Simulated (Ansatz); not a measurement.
Cost and result for the atomization energy of C4H4F6O (`FCC(F)(F)OC(F)C(F)F`) (15 atoms, 14 bonds).

Cartesian coordinates in Å:
```
F -2.710 0.783 -0.082
C -2.207 0.052 0.955
C -0.933 -0.643 0.527
F -1.167 -1.479 -0.512
F -0.508 -1.424 1.545
O 0.010 0.281 0.188
C 1.254 -0.194 -0.216
F 2.090 -0.271 0.848
C 1.801 0.805 -1.226
F 2.018 1.993 -0.637
F 2.978 0.342 -1.698
H -1.981 0.712 1.795
H -2.930 -0.711 1.251
H 1.181 -1.185 -0.674
H 1.106 0.940 -2.061
```

Total charge 0; spin multiplicity 1. The structure was optimised at the PBE0-D4/def2-TZVP level. It is one conformer, not always the lowest. Program: Ansatz. All runs use 4 threads of an AMD EPYC 7R13 on a shared host and a share of an NVIDIA H100 80 GB. Times are those of one run each, without the atoms' runs, and a repeat can differ threefold. Electronic energies, without spin–orbit coupling; frozen cores. CCSD(T)/CBS adds CCSD(T) − MP2 in def2-TZVPP to the MP2 limit, and its time is that of the two runs behind it. T1 = 0.012. B3LYP takes the VWN-RPA correlation (the form of Gaussian; ORCA's B3LYP/G). HSE06 is the plane-wave form, built on full-range PBE exchange.

CCSD(T)/CBS is a level of theory with its own doubt, some kJ/mol a heavy atom from the limit and from the frozen cores, so smaller differences don't rank the functionals.

```json
{"level": "BLYP-D4/def2-TZVPP", "functions": "397", "wall time": "2.5 s"}
{"level": "HSE06-D4/def2-TZVPP", "functions": "397", "wall time": "2.7 s"}
{"level": "CCSD(T)/def2-SVP", "functions": "174", "wall time": "3.1 s"}
{"level": "LDA (SPW92)/def2-TZVPP", "functions": "397", "wall time": "3.4 s"}
{"level": "PBE-D4/def2-TZVPP (with forces)", "functions": "397", "wall time": "3.7 s"}
{"level": "CAM-B3LYP-D4/def2-TZVPP", "functions": "397", "wall time": "3.7 s"}
{"level": "BHLYP-D4/def2-TZVPP", "functions": "397", "wall time": "3.7 s"}
{"level": "MP2/def2-QZVPP", "functions": "747", "wall time": "4.9 s"}
{"level": "r2SCANh-D4/def2-TZVPP", "functions": "397", "wall time": "5.5 s"}
{"level": "ωB97M-V/def2-TZVPP (with forces)", "functions": "397", "wall time": "6.5 s"}
{"level": "B3LYP-D4/def2-TZVPP (with forces)", "functions": "397", "wall time": "7 s"}
{"level": "CCSD(T)/def2-TZVPP", "functions": "397", "wall time": "24 s"}
{"level": "CCSD(T)/CBS(def2)", "functions": "–", "wall time": "29 s"}
```

(1) What atomization energy does each give, and how far from CCSD(T)/CBS? (An estimate is asked.)

Answers

(1) Ansatz gave: 
| level | atomization (kJ/mol) | difference from CCSD(T)/CBS | per bond |
| --- | --- | --- | --- |
| BLYP-D4/def2-TZVPP | 6161.7 | 26.2 | 1.9 |
| HSE06-D4/def2-TZVPP | 6189.9 | 54.4 | 3.9 |
| CCSD(T)/def2-SVP | 5847.0 | -288.5 | -20.6 |
| LDA (SPW92)/def2-TZVPP | 7438.5 | 1303.0 | 93.1 |
| PBE-D4/def2-TZVPP (with forces) | 6413.4 | 277.9 | 19.9 |
| CAM-B3LYP-D4/def2-TZVPP | 6187.4 | 51.9 | 3.7 |
| BHLYP-D4/def2-TZVPP | 5792.5 | -343.0 | -24.5 |
| MP2/def2-QZVPP | 6314.8 | 179.3 | 12.8 |
| r2SCANh-D4/def2-TZVPP | 6107.7 | -27.8 | -2.0 |
| ωB97M-V/def2-TZVPP (with forces) | 6169.6 | 34.1 | 2.4 |
| B3LYP-D4/def2-TZVPP (with forces) | 6098.6 | -36.9 | -2.6 |
| CCSD(T)/def2-TZVPP | 5963.4 | -172.1 | -12.3 |
| CCSD(T)/CBS(def2) | 6135.5 | 0.0 | 0.0 |

From r2SCAN to r2SCAN0 (25 % exact exchange), in def2-TZVPP and without D4, the atomization energy moves by −188.3 kJ/mol: exact exchange takes away binding that semilocal exchange gives to molecules. At CCSD(T), def2-SVP lies −288.5 kJ/mol from the extrapolated value and def2-TZVPP −172.1 kJ/mol: correlation converges slowly with the basis, and small sets miss more of it in the bonded molecule than in its fragments. In def2-TZVPP, CCSD(T) changes the Hartree–Fock value by +1762.9 kJ/mol (the triples alone add +128.6 kJ/mol) and MP2 by +2013.0 kJ/mol; breaking electron pairs costs correlation energy, which Hartree–Fock lacks.
